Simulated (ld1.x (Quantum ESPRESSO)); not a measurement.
**magnesium (Mg) TM semilocal: all-electron and pseudo phase curves**

```json
{
 "Element": "Mg",
 "Generator": "ld1.x (Quantum ESPRESSO) 7.5",
 "Type": "norm-conserving Troullier–Martins (semilocal form)",
 "Functional": "LDA (PZ)",
 "Relativity": "non-relativistic",
 "Frozen core": "[He]",
 "Valence charge": "10",
 "Reference configuration": "2s2 2p6 3s2 3p0",
 "Partial waves": "2p (bound): rc 0.70 bohr; 2s (bound): rc 0.65 bohr",
 "Local potential": "the s channel",
 "Core correction": "Bessel-smoothed model core inside 0.40 bohr"
}
```

Occupied shells without a wave of their own: 3s. They enter only through the test configuration that unscreens the potential, and ld1.x also counts them in the model core charge.

The phase is arctan(r·u′/u) with u = r·R(r), unwrapped; energies in Ry, scanned from -8 to 5 Ry. A pole is an energy at which the radial function vanishes at the test radius. The pseudo phase is shifted by a multiple of π to meet the all-electron one at the reference energy, and phase errors are pseudo minus all-electron; the curves can meet again beyond the range given. Levels narrower than the energy grid can be missing from the lists of poles.

**Question.** For each channel, where are the poles, and over which energies does the pseudopotential scatter like the atom?

**Answer.**

```csv
channel,radius (bohr),reference energy (Ry),"poles, all-electron","poles, pseudo",unbroken range about the reference energy with phases within 0.05 rad,phase error 1 Ry above the reference energy (rad)
s,0.80,-5.81,3.88,3.69,the whole range,-0.000
p,0.80,-3.44,3.31,3.46,the whole range,+0.001
```

ld1.x takes every shell without a wave as core, so the model core holds the 3s electrons as well and exchange and correlation see them twice. This cancels in the reference configuration, but the file is broken for other ones, and its errors say nothing about a proper core correction.

Phases in the p channel:

| E (Ry) | all-electron | pseudo |
| --- | --- | --- |
| -8.00 | 0.771 | 0.775 |
| -7.76 | 0.736 | 0.740 |
| -7.52 | 0.698 | 0.702 |
| -7.28 | 0.655 | 0.659 |
| -7.04 | 0.608 | 0.612 |
| -6.80 | 0.555 | 0.559 |
| -6.56 | 0.497 | 0.501 |
| -6.32 | 0.432 | 0.436 |
| -6.08 | 0.361 | 0.364 |
| -5.84 | 0.282 | 0.285 |
| -5.60 | 0.196 | 0.199 |
| -5.36 | 0.103 | 0.105 |
| -5.12 | 0.004 | 0.006 |
| -4.88 | -0.100 | -0.098 |
| -4.64 | -0.207 | -0.205 |
| -4.40 | -0.314 | -0.313 |
| -4.16 | -0.419 | -0.419 |
| -3.92 | -0.521 | -0.520 |
| -3.68 | -0.616 | -0.616 |
| -3.44 | -0.706 | -0.706 |
| -3.20 | -0.788 | -0.787 |
| -2.96 | -0.862 | -0.862 |
| -2.72 | -0.930 | -0.930 |
| -2.48 | -0.991 | -0.991 |
| -2.24 | -1.046 | -1.046 |
| -2.00 | -1.096 | -1.095 |
| -1.76 | -1.141 | -1.140 |
| -1.52 | -1.182 | -1.180 |
| -1.28 | -1.218 | -1.217 |
| -1.04 | -1.252 | -1.250 |
| -0.80 | -1.283 | -1.281 |
| -0.56 | -1.311 | -1.308 |
| -0.32 | -1.337 | -1.334 |
| -0.08 | -1.360 | -1.357 |
| 0.16 | -1.382 | -1.379 |
| 0.40 | -1.403 | -1.399 |
| 0.64 | -1.422 | -1.418 |
| 0.88 | -1.439 | -1.436 |
| 1.12 | -1.456 | -1.452 |
| 1.36 | -1.472 | -1.467 |
| 1.60 | -1.486 | -1.482 |
| 1.84 | -1.500 | -1.495 |
| 2.08 | -1.513 | -1.508 |
| 2.32 | -1.526 | -1.520 |
| 2.56 | -1.537 | -1.532 |
| 2.80 | -1.548 | -1.543 |
| 3.04 | -1.559 | -1.553 |
| 3.28 | -1.570 | -1.563 |
| 3.52 | -1.579 | -1.573 |
| 3.76 | -1.589 | -1.582 |
| 4.00 | -1.598 | -1.591 |
| 4.24 | -1.607 | -1.600 |
| 4.48 | -1.615 | -1.608 |
| 4.72 | -1.624 | -1.616 |
| 4.96 | -1.632 | -1.624 |
